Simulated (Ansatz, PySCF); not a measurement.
NbBr5, SMILES [Br][Nb]([Br])([Br])([Br])[Br], multiplicity 1. Atoms are numbered in the order given.

```xyz
6

Nb     0.0000     0.0000     0.0000
Br     2.4252     0.0000     0.0000
Br     0.0000     0.0000     2.4758
Br     0.0000     0.0000    -2.4758
Br    -1.2126    -2.1003     0.0000
Br    -1.2126     2.1003     0.0000
```
Charge 0, spin multiplicity 1.

Geometry optimised at PBE0-D3(BJ)/def2-SVP. The spin state was assumed, not searched. The def2 effective core potentials stand for the cores of Nb; spin–orbit coupling is left out.

Vertical ionisation energy (IE) and electron affinity (EA) in eV. Rows of orbital energies are one-electron estimates. Where ΔSCF, EOM or ADC give a negative EA the extra electron is unbound and the value depends on the basis.

```
level                                                                  IE    EA
-------------------------------------------------------------------  ----  ----
−ε(HOMO), −ε(LUMO), CAM-B3LYP/def2-TZVP (PySCF)                         ?     ?
−ε(HOMO), −ε(LUMO), PBE/def2-TZVP (PySCF)                            7.07  4.89
ΔSCF, PBE0/def2-SVPD (Ansatz), final states of multiplicity 2 and 2  9.96  3.21
ΔSCF, PBE/def2-SVPD (Ansatz), final states of multiplicity 2 and 2   9.42  2.66
```

### Question
Fill in the missing entries. (The exact figures need the calculation; the answer reports its results.)

### Answer

- −ε(HOMO), −ε(LUMO), CAM-B3LYP/def2-TZVP (PySCF), IE: 9.53
- −ε(HOMO), −ε(LUMO), CAM-B3LYP/def2-TZVP (PySCF), EA: 3.44

### Question
What vertical singlet–triplet gap does ΔSCF give with PBE0/def2-SVPD (Ansatz, an electronic-structure program) and with PBE/def2-SVPD (Ansatz)? (Estimate from the structure and the level; the computed values follow.)

### Answer
2.11 and 2.14 eV (triplet above singlet where positive).
